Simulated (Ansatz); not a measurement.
CH3BFNS (`N=CB(F)S`), one more setting.

```yaml
crystal:
  periodic: [false, false, false]
  atoms:
    - {symbol: N, position_ang: [-0.642086, 0.775050, 1.597581]}
    - {symbol: C, position_ang: [0.135792, 0.490770, 0.633933]}
    - {symbol: B, position_ang: [-0.246281, -0.486478, -0.538260]}
    - {symbol: F, position_ang: [-1.454024, -1.038248, -0.524330]}
    - {symbol: S, position_ang: [0.845951, -0.906383, -1.897243]}
    - {symbol: H, position_ang: [-1.533834, 0.282456, 1.493189]}
    - {symbol: H, position_ang: [1.122305, 0.967860, 0.649828]}
    - {symbol: H, position_ang: [1.864278, -0.142127, -1.470396]}
basis:
  gaussian: {orbitals: def2-TZVP, final_grid: {core_spheres: 8, valence_spheres: 7, degree: 23}}
hamiltonian: {xc: {name: BHLYP}, dispersion: d3bjatm}
accuracy: high
```

```sh
$ ansatz run in.yaml --threads 2 --pin off --events-out ev --progress --plain --max-ram 4352MiB
```

Output, abridged:

```
Functional definition: BHLYP
3157 factors; integrals over basis functions are off by at most 4.0e-8 eV
mean field evaluation 1: about -16801.5450 eV, gradient 4.6e1 eV
mean field evaluation 2: about -16801.0181 eV, gradient 5.1e1 eV
mean field evaluation 4: about -16805.8757 eV, gradient 3.0e0 eV
mean field evaluation 8: about -16806.0079 eV, gradient 2.7e-1 eV
mean field evaluation 16: about -16806.0081 eV, gradient 2.0e-4 eV
mean field -16806.00808071 eV, -617.6094054446 hartree, gradient 9.1e-8 eV, S^2 0.000000; 0 other end points of the search recorded, 0 dependent functions left out
reference -16806.00810674 eV, -617.6094064011 hartree; 23, 23 occupied and 156, 156 virtual orbitals, 3157 factors
Total energy: -16806.23842262 eV, -617.6178703536 hartree
```

Hardware: 2 threads of an Intel Xeon Platinum 8559C on a shared host. Wall time 7 s, peak host memory 0.83 GiB.
